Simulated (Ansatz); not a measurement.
AlCl, charge -1, doublet, at a GFN2-xTB geometry (such geometries of metal compounds can be far from the true shape) (a state made from the parent by changing its charge; the spin is typed, not shown lowest) (a gas-phase anion, which may not be bound at this level); WB97X/def2-TZVP run with Ansatz (a program for electronic structure).

The Ansatz input:
Ansatz 0.2 input:
```yaml
crystal:
  periodic: [false, false, false]
  atoms:
    - {symbol: Al, position_ang: [-0.00000000, -0.00000000, -1.40501930]}
    - {symbol: Cl, position_ang: [0.00000000, 0.00000000, 1.07442652]}
basis:
  gaussian:
    orbitals: def2-TZVP
hamiltonian:
  xc: {name: wB97X}
total_charge: -1
magnetization: {spin_polarized: true, initial_magnetization: 1}
```

What the program printed (banner, timings and long lists left out):

```
Functional definition: wB97X
522 factors; their error is unknown
102 factors; integrals over basis functions are off by at most 7.3e-5 eV
mean field evaluation 1: about -19120.2559 eV, gradient 1.1e1 eV
mean field evaluation 2: about -19120.7468 eV, gradient 8.4e0 eV
mean field evaluation 4: about -19120.9938 eV, gradient 3.9e-1 eV
mean field evaluation 8: about -19121.0279 eV, gradient 6.0e-2 eV
mean field evaluation 16: about -19121.0280 eV, gradient 1.0e-4 eV
mean field -19121.02800463 eV, -702.6848184718 hartree, gradient 3.4e-5 eV, S^2 0.757507; 0 other end points of the search recorded, 0 dependent functions left out
reference -19121.02799237 eV, -702.6848180215 hartree; 16, 15 occupied and 58, 59 virtual orbitals, 522 factors
Total energy: -19121.02799237 eV, -702.6848180215 hartree
```
